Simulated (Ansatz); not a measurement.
Job for Ansatz (an electronic-structure program): R-CCSD(T)/def2-SVP on ClGeH3Si (SMILES [SiH3][Ge][Cl]), a point of a torsion scan. The run froze 24 orbitals, filled d shells among them.

Ansatz 0.2 input:
```yaml
crystal:
  periodic: [false, false, false]
  atoms:
    - {symbol: Si, position_ang: [-0.70376229, -0.05691292, -0.01646242]}
    - {symbol: Ge, position_ang: [1.49949771, -1.14795732, -0.06853304]}
    - {symbol: Cl, position_ang: [0.83278329, -3.20778830, -0.01818332]}
    - {symbol: H, position_ang: [-1.03722901, 0.41409957, 1.33971148]}
    - {symbol: H, position_ang: [-1.86617822, -0.83819070, -0.45730630]}
    - {symbol: H, position_ang: [-0.71532841, 1.16176626, -0.84429831]}
basis:
  gaussian:
    orbitals: def2-SVP
magnetization: {spin_polarized: false}
correlation: {method: ccsd_t, electrons: outside_noble_gas}
scf: {lower_state_search: off}
```

Task: Give the final energy of this run.

Result: -2825.4235 hartree (reference determinant -2825.0573, T1 diagnostic 0.016).
